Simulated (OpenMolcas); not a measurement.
# Cu5+, Ag5+, Au5+: d⁶ down the group

```json
{
 "Program": "OpenMolcas",
 "Method": "CASSCF",
 "Basis": "ANO-R2",
 "Scalar Hamiltonian": "X2C, finite nucleus",
 "Spin-orbit coupling": "RASSI with atomic mean-field integrals over the reference wave functions, term energies averaged over their components"
}
```

Active space for each ion: 6 electrons in 10 orbitals (d d).

Computed levels in cm-1 above ⁵D₄:

```csv
Level,Cu5+,Ag5+,Au5+
⁵D₃,1094,2484,9150
⁵D₁,2309,4706,13150
⁵D₀,2539,5130,13438
³H₆,32409,24110,26250
³H₅,32915,24657,26219
³F₂(1),38023,29216,32568
³P₁(1),38383,32176,51679
³G₅,40923,31377,41615
³G₄,42010,33351,41198
weight of ⁵D in the lowest level (%),100,98,80
```

Mixed levels, with the weight of the term that names them: Au5+ ³H₅ (52 %), Au5+ ³F₂(1) (68 %), Au5+ ³P₁(1) (70 %), Au5+ ³G₅ (52 %), Au5+ ³G₄ (59 %).

Measured, with the error of the calculation in %. Measured levels: Cu5+ from Sugar and Musgrove, J. Phys. Chem. Ref. Data 19, 527 (1990); Ag5+ from the list in Gamrath, thesis, University of Mons (2023).

| Level | Cu5+ | Ag5+ |
| --- | --- | --- |
| ⁵D₃ | 1196 (-8.5) | 2692 (-7.7) |
| ⁵D₁ | 2490 (-7.3) | 4941 (-4.8) |
| ⁵D₀ | 2733 (-7.1) | 5380 (-4.7) |
| ³H₆ | 30418 (+6.5) | 21512 (+12.1) |
| ³H₅ | 31009 (+6.1) | 21812 (+13.0) |
| ³F₂(1) | 33740 (+12.7) | 25306 (+15.5) |
| ³P₁(1) | 32685 (+17.4) | 28232 (+14.0) |
| ³G₅ | 37378 (+9.5) | 27958 (+12.2) |
| ³G₄ | 38469 (+9.2) | 29660 (+12.4) |

The fine-structure level ⁵D₀ changes by a factor of 5.29 from Cu5+ to Au5+.

Without spin-orbit coupling ³H lies 31866, 22894, 20813 cm-1 above ⁵D in that order; the difference to the level ³H₆, of either sign, comes from spin-orbit coupling, which also lowers the zero.

Without dynamic correlation excited terms often stand tens of per cent too high (terms of higher spin than the ground term too low), and those without a measured partner can miss by more than the paired ones. Active for correlation alone: 4d; no level in the range computed is led by a configuration that fills it, so any true level of that kind is missing (holds for Cu5+). Active for correlation alone: 5d; no level in the range computed is led by a configuration that fills it, so any true level of that kind is missing (holds for Ag5+). Active for correlation alone: 6d; no level in the range computed is led by a configuration that fills it, so any true level of that kind is missing (holds for Au5+). Measured partners are found by configuration, term and J. A level has none where our copy of the source lacks it or the pairing is in doubt (some pairs that miss far off the trend of their configuration count as doubtful), and it then counts in no deviation. Levels of configurations outside the active space are missing.

A number in round brackets counts repeated terms of one configuration in the order of the reference energies.
